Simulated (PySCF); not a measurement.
C4H6BFO, SMILES C(B(F)CO)#CC.

Geometry optimised at B3LYP-D3(BJ)/def2-SVP. This is a generated structure with no PubChem entry under its InChIKey; it may be hypothetical. One conformer was computed; it need not be the lowest.

Method: PBE/def2-TZVP (PySCF).

The molecule is in vacuum.

Estimate the frontier levels, gap, dipole moment and polarisability. (Estimate from the structure and the level; the computed values follow.)


| Item | Result |
|---|---|
| highest occupied level | -6.22 eV |
| lowest empty level | -2.06 eV |
| orbital gap | 4.15 eV |
| dipole moment | 1.54 D |
| quadrupole, principal values (traceless, Buckingham form, about the centre of nuclear charge) | -10.76, -5.82, 16.58 D·Å |
| mean static polarisability | 69.3 bohr³ (10.27 Å³) |
| polarisability, principal values | 46.8, 57.2, 103.9 bohr³ |
